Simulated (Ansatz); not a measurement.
Computed with Ansatz on PBE0-D4/def2-TZVP structures; ΔE is electronic, products minus reactants. CCSD(T)/CBS is the MP2 limit (def2-TZVPP, def2-QZVPP) plus CCSD(T) − MP2 in def2-TZVPP, frozen cores. This one scheme is used for every species. Functionals use def2-TZVPP. For Ge outer-core shells are correlated without core-valence functions, which leaves a few kJ/mol of doubt a bond. Scalar relativity is left out up to krypton. Each species was taken in one conformer, which may not be the lowest.

Reaction (formal exchange of groups at the Si–Si bond): `[GeH3][SiH2][SiH2][SiH2][GeH3]` + CH₃SH → `C[SiH2][GeH3]` + `S[SiH2][SiH2][GeH3]`

CCSD(T)/CBS gives -21.9 kcal/mol.

**Question.** Another level gave -19.2 kcal/mol. Which?
A. PBE-D4/def2-TZVPP
B. CCSD/def2-TZVPP
C. ωB97M-V/def2-TZVPP
D. HF/def2-TZVPP

**Answer.** A. PBE-D4 -19.2, HF/def2-TZVPP -24.6, ωB97M-V -22.8, CCSD/def2-TZVPP -21.8 kcal/mol.

Largest T1 diagnostic among the species: 0.013.

In def2-TZVPP, CCSD(T) changes the Hartree–Fock value by +3.3 kcal/mol (the triples alone add +0.5 kcal/mol) and MP2 by +1.4 kcal/mol. The D4 term adds +1.8 kcal/mol with B3LYP and +1.1 kcal/mol with PBE0; it sums over pairs of atoms, weighted by their polarisabilities, and B3LYP, whose exchange is more repulsive, gets the larger term.

B3LYP here is the variant with VWN-RPA as its local correlation; programs differ in this.
